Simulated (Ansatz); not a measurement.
Reaction (cleavage of the B–Ga bond): `[OH][GaH][BH][SiH3]` + `[NH2][Zn][OH]` → `[OH][Zn][NH]B[SiH3]` + `[OH][GaH2]`

Gas-phase electronic energies from Ansatz, PBE0-D4/def2-TZVP geometries. CCSD(T)/CBS adds triple-zeta CCSD(T) − MP2 to the extrapolated MP2 energy (def2 sets, frozen cores). Functionals use def2-TZVPP. For Ga, Zn outer-core shells are correlated without core-valence functions, which leaves a few kJ/mol of doubt a bond. Scalar relativity is left out up to krypton. One conformer a species, not always the lowest.

```json
{"level": "LDA (SPW92)", "ΔE (kJ/mol)": "-179.1", "difference from CCSD(T)/CBS": "-19.9"}
{"level": "PBE-D4", "ΔE (kJ/mol)": "-160.8", "difference from CCSD(T)/CBS": "-1.6"}
{"level": "BLYP-D4", "ΔE (kJ/mol)": "-160.8", "difference from CCSD(T)/CBS": "-1.6"}
{"level": "B97M-V", "ΔE (kJ/mol)": "-169.2", "difference from CCSD(T)/CBS": "-10.0"}
{"level": "r2SCANh-D4", "ΔE (kJ/mol)": "-166.7", "difference from CCSD(T)/CBS": "-7.5"}
{"level": "r2SCAN", "ΔE (kJ/mol)": "-165.0", "difference from CCSD(T)/CBS": "-5.8"}
{"level": "PBE0", "ΔE (kJ/mol)": "-161.0", "difference from CCSD(T)/CBS": "-1.8"}
{"level": "BHLYP", "ΔE (kJ/mol)": "-163.8", "difference from CCSD(T)/CBS": "-4.6"}
{"level": "HF/def2-SVP", "ΔE (kJ/mol)": "-183.7", "difference from CCSD(T)/CBS": "-24.5"}
{"level": "SCS-MP2/def2-TZVPP", "ΔE (kJ/mol)": "-166.0", "difference from CCSD(T)/CBS": "-6.8"}
{"level": "CCSD/def2-TZVPP", "ΔE (kJ/mol)": "-162.4", "difference from CCSD(T)/CBS": "-3.2"}
{"level": "HF/def2-QZVPP", "ΔE (kJ/mol)": "-161.5", "difference from CCSD(T)/CBS": "-2.3"}
{"level": "MP2/def2-QZVPP", "ΔE (kJ/mol)": "-163.9", "difference from CCSD(T)/CBS": "-4.7"}
{"level": "SCS-MP2/def2-QZVPP", "ΔE (kJ/mol)": "-162.6", "difference from CCSD(T)/CBS": "-3.4"}
{"level": "MP2/CBS(def2)", "ΔE (kJ/mol)": "-160.8", "difference from CCSD(T)/CBS": "-1.6"}
{"level": "CCSD/CBS(def2)", "ΔE (kJ/mol)": "-155.5", "difference from CCSD(T)/CBS": "3.7"}
{"level": "CCSD(T)/CBS", "ΔE (kJ/mol)": "-159.2", "difference from CCSD(T)/CBS": "0"}
```

**Question.** What do rigid-rotor, harmonic-oscillator terms from PBE0-D4/def2-TZVP frequencies (298.15 K, 1 bar) make of the CCSD(T)/CBS value? (Best estimate.)

**Answer.** Computed: ΔZPE = -1.5 kJ/mol, ΔH = -163.4 kJ/mol, ΔS = -25 J/(mol·K), ΔG = -156.0 kJ/mol.

Largest T1 diagnostic among the species: 0.017.

In def2-TZVPP, CCSD(T) changes the Hartree–Fock value by −5.1 kJ/mol (the triples alone add −3.7 kJ/mol) and MP2 by −6.6 kJ/mol. Leaving LDA and LC-ωPBE aside and taking each functional with its dispersion term where it has one, the values, not all of them listed here, spread over 9.2 kJ/mol, from ωB97M-V to revPBE-D4. LDA lies −21.2 kJ/mol from PBE without D4. The D4 term adds −4.6 kJ/mol with B3LYP and −2.4 kJ/mol with PBE0; it sums over pairs of atoms, weighted by their polarisabilities, and B3LYP, whose exchange is more repulsive, gets the larger term.

CCSD(T)/CBS has its own doubt, a few kJ/mol and more with outer-core shells, so smaller differences from it don't rank the levels.

B3LYP here is the variant with VWN-RPA as its local correlation; programs differ in this.
